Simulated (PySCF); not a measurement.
C5H14PSi (charge -1).
Atom-mapped SMILES: `[CH3:1][CH2:2][C:3]([CH3:4])([CH3:5])[P-:6][SiH3:7]` (hydrogens: H8, H9, H10 on C1; H11, H12 on C2; H13, H14, H15 on C4; H16, H17, H18 on C5; H19, H20, H21 on Si7)

The same species was optimised twice, with GFN2-xTB and with PBE0-D3(BJ)/def2-SVP (PySCF), and the same property calculations (PySCF, gas phase) were run on both structures.

```csv
coordinate,GFN2-xTB,PBE0-D3(BJ)/def2-SVP,change
P6–Si7 (Å),2.149,2.185,+0.036
C3–P6 (Å),1.903,1.931,+0.028
C2–C3 (Å),1.536,1.540,+0.004
C1–C2 (Å),1.521,1.519,-0.002
C3–C5 (Å),1.530,1.529,-0.001
C3–C4 (Å),1.530,1.531,+0.001
C1–C2–C3 (°),114.2,115.9,+1.7
C4–C3–P6 (°),106.7,105.5,-1.2
C5–C3–P6 (°),110.6,111.2,+0.6
C2–C3–P6 (°),113.6,113.8,+0.2
C3–P6–Si7 (°),101.4,101.2,-0.2
C4–C3–C5 (°),108.0,108.2,+0.2
C2–C3–C4 (°),109.9,109.9,0.0
C2–C3–C5 (°),108.0,108.0,0.0
C1–C2–C3–C4 (°),65,62,-3
C2–C3–P6–Si7 (°),-54,-57,-3
```

Rotational constants: A = 2177, B = 1300, C = 1135 MHz (GFN2-xTB) against A = 2146, B = 1251, C = 1102 MHz (PBE0-D3(BJ)/def2-SVP). Point groups within 0.08 Å: C1 and C1.

On the GFN2-xTB structure: HOMO (eV) 0.09 [PBE0/pcSseg-1]; LUMO (eV) 4.90 [PBE0/pcSseg-1]; GIAO shielding of C1 (ppm) 173.1 [PBE0/pcSseg-1]; GIAO shielding of C2 (ppm) 145.1 [PBE0/pcSseg-1]; GIAO shielding of C3 (ppm) 153.9 [PBE0/pcSseg-1]; GIAO shielding of C4/C5 (mean) (ppm) 149.1 [PBE0/pcSseg-1]; GIAO shielding of P6 (ppm) 538.4 [PBE0/pcSseg-1]; GIAO shielding of Si7 (ppm) 447.7 [PBE0/pcSseg-1].

Q: What do these properties become on the PBE0-D3(BJ)/def2-SVP structure?

A: 
```json
{"property": "HOMO (eV)", "level": "PBE0/pcSseg-1", "on GFN2-xTB": "0.09", "on PBE0-D3(BJ)/def2-SVP": "0.00", "change": "-0.09"}
{"property": "LUMO (eV)", "level": "PBE0/pcSseg-1", "on GFN2-xTB": "4.90", "on PBE0-D3(BJ)/def2-SVP": "4.79", "change": "-0.11"}
{"property": "energy, GFN2-xTB geometry as zero (kcal/mol)", "level": "PBE0/pcSseg-1", "on GFN2-xTB": "0.0", "on PBE0-D3(BJ)/def2-SVP": "-2.0", "change": "-2.0"}
{"property": "GIAO shielding of C1 (ppm)", "level": "PBE0/pcSseg-1", "on GFN2-xTB": "173.1", "on PBE0-D3(BJ)/def2-SVP": "170.7", "change": "-2.4"}
{"property": "GIAO shielding of C2 (ppm)", "level": "PBE0/pcSseg-1", "on GFN2-xTB": "145.1", "on PBE0-D3(BJ)/def2-SVP": "143.6", "change": "-1.5"}
{"property": "GIAO shielding of C3 (ppm)", "level": "PBE0/pcSseg-1", "on GFN2-xTB": "153.9", "on PBE0-D3(BJ)/def2-SVP": "152.2", "change": "-1.7"}
{"property": "GIAO shielding of C4/C5 (mean) (ppm)", "level": "PBE0/pcSseg-1", "on GFN2-xTB": "149.1", "on PBE0-D3(BJ)/def2-SVP": "146.8", "change": "-2.3"}
{"property": "GIAO shielding of P6 (ppm)", "level": "PBE0/pcSseg-1", "on GFN2-xTB": "538.4", "on PBE0-D3(BJ)/def2-SVP": "510.9", "change": "-27.5"}
{"property": "GIAO shielding of Si7 (ppm)", "level": "PBE0/pcSseg-1", "on GFN2-xTB": "447.7", "on PBE0-D3(BJ)/def2-SVP": "441.1", "change": "-6.6"}
```

The heavy atoms differ by 0.048 Å rms after alignment. Among bonds between heavy atoms P6–Si7 changes most (+0.036 Å). Changes are differences of the printed values. Neither structure is proved a minimum here. The structure is a single PBE0-D3(BJ)/def2-SVP conformer in the gas phase; no vibrational or solvent corrections.

Shape of the structure used: `[CH3:1][CH2:2][C:3]([CH3:4])([CH3:5])[P-:6][SiH3:7]`: C1–C2–C3–C4 62°, C2–C3–P6–Si7 -57°.
